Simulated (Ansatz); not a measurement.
Job for Ansatz (an electronic-structure program): U-CCSD(T)/def2-TZVPP on GaH2I (SMILES [GaH2][I]), a point of a bond scan (R = 3.015 Å). Elements past Kr take the def2 small-core potentials; no spin–orbit coupling. The run froze 23 orbitals, filled d shells among them.

Ansatz 0.2 input:
```yaml
crystal:
  periodic: [false, false, false]
  atoms:
    - {symbol: Ga, position_ang: [-0.82101660, -1.27596731, 0.21510403]}
    - {symbol: H, position_ang: [-0.27059022, -2.26514816, 1.28725685]}
    - {symbol: H, position_ang: [-2.09922929, -1.41786168, -0.66637083]}
    - {symbol: I, position_ang: [0.79412033, 1.23416697, -0.20805729]}
basis:
  gaussian:
    orbitals: def2-TZVPP
correlation: {method: ccsd_t, electrons: outside_noble_gas}
scf: {omitted_lower_state_checks: [cluster_reference]}
magnetization: {spin_polarized: true, initial_magnetization: 0}
```

It printed:

```
WARN ansatz: RAYON_NUM_THREADS=1 ignored (pool sized by the plan → 1); use --threads N
Functional definition: HF
these checks for a lower state are left out or cut short: cluster_reference
integrals: 0.34 GiB planned
951 factors; integrals over basis functions are off by at most 7.1e-4 eV
mean field: 0.55 GiB planned
mean field evaluation 1: about -60437.8030 eV, gradient 1.1e1 eV
mean field evaluation 2: about -60437.8042 eV, gradient 1.1e1 eV
mean field evaluation 4: about -60438.9554 eV, gradient 1.5e0 eV
mean field evaluation 8: about -60438.9760 eV, gradient 7.5e-4 eV
mean field -60438.97601412 eV, -2221.0914015097 hartree, gradient 6.0e-7 eV, S^2 0.000000; 0 other end points of the search recorded, 0 dependent functions left out
23 core orbitals not correlated
reference -60438.97601412 eV, -2221.0914015097 hartree; 6, 6 occupied and 97, 97 virtual orbitals, 951 factors
second order -5.84976119 eV of doubles, -0.00000000 eV of singles
coupled cluster: 0.64 GiB planned
cycle   1  -6.42125492 eV  change   -5.7e-1 eV  update   6.9e-2
cycle   2  -6.63903261 eV  change   -2.2e-1 eV  update   2.3e-2
cycle   3  -6.67928948 eV  change   -4.0e-2 eV  update   1.2e-2
cycle   4  -6.67600764 eV  change    3.3e-3 eV  update   3.7e-3
cycle   5  -6.67522863 eV  change    7.8e-4 eV  update   1.5e-3
cycle   6  -6.67511452 eV  change    1.1e-4 eV  update   5.4e-4
cycle   7  -6.67506080 eV  change    5.4e-5 eV  update   2.0e-4
cycle   8  -6.67510987 eV  change   -4.9e-5 eV  update   8.6e-5
cycle   9  -6.67511023 eV  change   -3.6e-7 eV  update   2.9e-5
cycle  10  -6.67509567 eV  change    1.5e-5 eV  update   1.1e-5
perturbative correction -0.24499957 eV, -0.0090035682 hartree
Total energy: -60445.89610937 eV, -2221.3457103192 hartree
Checks for a lower state left out: cluster_reference
```

The calculation finished and met its thresholds.

Cost: very roughly 12 core-seconds.
